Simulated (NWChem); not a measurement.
WN₂H₃OCl; SMILES [NH]=[W]([OH])([Cl])=[NH]

```xyz
8

W     -0.0181    -0.1872     0.0000
N     -0.9168    -0.6600     1.4163
H     -1.6977    -1.0474     1.9363
N     -0.9168    -0.6600    -1.4163
H     -1.6977    -1.0474    -1.9363
Cl     0.1529     2.1153     0.0000
O      1.6340    -1.0945     0.0000
H      1.8959    -2.0188     0.0000
```
Atoms are numbered in this order, from 1.

All runs: NWChem. Medium grid unless said otherwise, to which SCAN and Minnesota functionals are sensitive. The geometry was optimised at PBE0/def2-SVP. No frequency run checked for a minimum. def2 effective core potentials on W; no spin-orbit coupling.

For level SCAN/def2-SVP:

```
Item                         Result
---------------------------  ------
highest occupied level (eV)   -6.65
orbital gap (eV)               4.57
```

Problem. Estimate the same quantities for level B3LYP/def2-SVP.

Solution. 
| Property | Value |
|---|---|
| highest occupied level (eV) | -7.37 |
| orbital gap (eV) | 5.84 |
